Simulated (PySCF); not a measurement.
C2H8Si, SMILES C[SiH2]C (connectivity only; charge and spin as stated), charge +1, multiplicity 2.

Geometry: B3LYP-D3(BJ)/def2-SVP. A frequency run showed that this geometry is not a minimum. The spin state was assumed, not searched. The isomer is the one that the SMILES or the coordinates give; other isomers of the formula were not compared.

Two levels are set side by side: PBE/def2-TZVPD (PySCF) and M06-2X/def2-TZVPD (PySCF). Same geometry, gas phase. Differences are taken from unrounded values.

```json
[
 {"quantity": "α-spin orbital gap (eV)", "PBE": "6.94"},
 {"quantity": "β-spin orbital gap (eV)", "PBE": "0.88"},
 {"quantity": "mean polarisability (bohr³)", "PBE": "63.9"}
]
```

**Question.** These are the PBE values. What does M06-2X give? (An estimate is asked for; the answer gives what the named calculation found.)

**Answer.** 
```csv
quantity,M06-2X,PBE minus M06-2X
α-spin orbital gap (eV),11.10,-4.16
β-spin orbital gap (eV),4.06,-3.18
mean polarisability (bohr³),75.6,-11.6
```

Rough cost on one machine, each run with all the roots and properties that it gave: M06-2X against PBE about 2 times.
